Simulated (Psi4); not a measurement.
C6H11O, doublet, at a GFN2-xTB geometry. Base run: B3LYP/STO-3G (Psi4).

Input for Psi4:
```
memory 2 GB

molecule {
0 2
C     2.20591404   -0.44031400   -0.45736849
C     1.09196265    0.41268942   -0.33583232
O     0.74406726    1.18356321   -1.23663528
C     0.33877984    0.38585523    0.98522440
C    -1.05395983   -0.24932639    0.79482052
C    -1.93197516    0.63147546   -0.08384838
C    -0.94128819   -1.65817365    0.21568997
H     2.84814120   -0.34666925   -1.31626420
H     2.53069654   -1.06534200    0.35393873
H     0.20910406    1.41361474    1.32870449
H     0.90023319   -0.17200020    1.73410466
H    -1.50758209   -0.31944056    1.79155030
H    -2.87003799    0.13169946   -0.31408151
H    -2.15062661    1.57484584    0.41159759
H    -1.41826622    0.85243457   -1.01942306
H    -0.56382848   -1.62273750   -0.80360340
H    -0.26927935   -2.27087201    0.81307424
H    -1.91769218   -2.13727504    0.20137047
}

set {
  basis sto-3g
  reference uks
}

energy('b3lyp')
print_variables()
```

Each row names what was changed in the base input (with any setting that the change needs).

| change | ΔE vs base (mEh) | SCF cycles | grid points | basis functions |
|---|---|---|---|---|
| base | 0.000 | 13 | 376308 | 46 |
| guess = modhuckel | 0.000 | 19 | 376308 | 46 |
| scf_type = mem_df | 0.000 | 13 | 376308 | 46 |
| dft_nuclear_scheme = becke | 0.050 | 13 | 373684 | 46 |
| df_basis_scf = def2-universal-jkfit | 0.000 | 13 | 376308 | 46 |
| d_convergence = 1e-10 | 0.000 | 21 | 376308 | 46 |
| scf_type = direct | 1.994 | 16 | 376308 | 46 |
| df_basis_scf = cc-pvqz-jkfit | 1.817 | 13 | 376308 | 46 |
| scf_type = cd | 2.300 | 13 | 376308 | 46 |
| dft_radial_scheme = multiexp | 0.001 | 13 | 402356 | 46 |
| dft_radial_scheme = mura | 0.000 | 13 | 383547 | 46 |
| e_convergence = 1e-10 | 0.000 | 15 | 376308 | 46 |
| guess = sapgau | 0.000 | 14 | 376308 | 46 |

Open shells are given as the SCF converged; they aren't shown to be the lowest states, and a large step between rows can be another state.
